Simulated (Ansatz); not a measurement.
Program: Ansatz. Geometries: PBE0-D4/def2-TZVP. ΔE: electronic, gas phase. CCSD(T)/CBS is the MP2 limit (def2-TZVPP, def2-QZVPP) plus CCSD(T) − MP2 in def2-TZVPP, frozen cores. This one scheme is used for every species. DFT in def2-TZVPP. B3LYP here is the variant with VWN-RPA as its local correlation; programs differ in this. No spin–orbit coupling; open shells (•) take unrestricted orbitals. One conformer a species, not always the lowest.

Reaction (hydrogen abstraction from the N–H bond): `BNCC` + `[CH3]`• → `B[N]CC`• + CH₄

| level | ΔE (kJ/mol) |
| --- | --- |
| B3LYP-D4 | -5.2 |
| BHLYP-D4 | 7.3 |
| ωB97X-V | 3.3 |
| PBE | -17.6 |
| PBE0 | -1.9 |
| LC-ωPBE | 10.1 |
| SCS-MP2/def2-QZVPP | 33.3 |
| CCSD/CBS(def2) | 18.3 |

What does CCSD(T)/CBS give? (Estimate.)

Computed: +16.2 kJ/mol. The listed levels differ from it by -21.4, -8.9, -12.9, -33.8, -18.1, -6.1, 17.1, 2.1 kJ/mol.

Largest T1 diagnostic among the species: 0.021.

From BLYP to BHLYP (50 % exact exchange), in def2-TZVPP and without D4, ΔE moves by +25.9 kJ/mol. At CCSD(T), def2-SVP lies −6.9 kJ/mol from the extrapolated value and def2-TZVPP −1.2 kJ/mol. Leaving LDA and LC-ωPBE aside and taking each functional with its dispersion term where it has one, the values, not all of them listed here, spread over 32.5 kJ/mol, from BLYP-D4 to PBE-QIDH. LDA lies −7.7 kJ/mol from PBE without D4.
